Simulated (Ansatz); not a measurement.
The lowest singlet and triplet of C3H2 (SMILES [C]=C=C); geometries from B3LYP-D3(BJ)/def2-TZVP, each state relaxed from the structure named, with no frequency check.
Singlet (charge 0, multiplicity 1):
```json
[
 {"atom": "C", "x (Å)": "1.4744", "y (Å)": "-0.0210", "z (Å)": "-0.1412"},
 {"atom": "C", "x (Å)": "0.2002", "y (Å)": "-0.0029", "z (Å)": "-0.0192"},
 {"atom": "C", "x (Å)": "-1.1140", "y (Å)": "0.0159", "z (Å)": "0.1067"},
 {"atom": "H", "x (Å)": "-1.6882", "y (Å)": "0.9270", "z (Å)": "-0.0405"},
 {"atom": "H", "x (Å)": "-1.6753", "y (Å)": "-0.8791", "z (Å)": "0.3625"}
]
```
Triplet (charge 0, multiplicity 3):
```xyz
5

C      1.46668    -0.14685    -0.12837
C      0.21051     0.11110    -0.05167
C     -1.12041     0.03290     0.11801
H     -1.73823     0.91022    -0.03304
H     -1.60245    -0.89312     0.40527
```

A positive gap puts the triplet lower; no zero-point energy. R- takes a restricted singlet. The triplet is unrestricted in single-reference levels. Active spaces average the two states.

Frozen-core correlation.

Run with Ansatz (Gaussian orbitals). Values without a source in brackets are computed.

R-PBE/def2-TZVPP gives -25.97 kcal/mol for the gap E(singlet) − E(triplet), adiabatic.

Task: Where do these levels fall relative to PBE: R-r2SCAN/def2-TZVPP, R-PBE0/def2-TZVPP, R-wB97M-V/def2-TZVPP, R-B2PLYP/def2-TZVPP, SC-NEVPT2 on SA-CASSCF(6,6)/cc-pVTZ, FIC-MRCISD+Q on SA-CASSCF(6,6)/cc-pVTZ.

Result: R-r2SCAN/def2-TZVPP 5.70; R-PBE0/def2-TZVPP 0.92; R-wB97M-V/def2-TZVPP -6.39; R-B2PLYP/def2-TZVPP -6.48; SC-NEVPT2 on SA-CASSCF(6,6)/cc-pVTZ -6.72; FIC-MRCISD+Q on SA-CASSCF(6,6)/cc-pVTZ -5.42 kcal/mol. 2 of 6 lie above PBE; the widest gap is to SC-NEVPT2 on SA-CASSCF(6,6)/cc-pVTZ.

Doubts at one or more of the structures used: a restricted determinant that unrestricted orbitals would lower (R-r2SCAN/def2-TZVPP).

Measured: singlet 1A1 below triplet 3B1 by 10354 ± 11 cm-1 = 29.6 kcal/mol (with zero-point energy) [Stanton et al. (2012)].

Ansatz is a quantum-chemistry and plane-wave program.
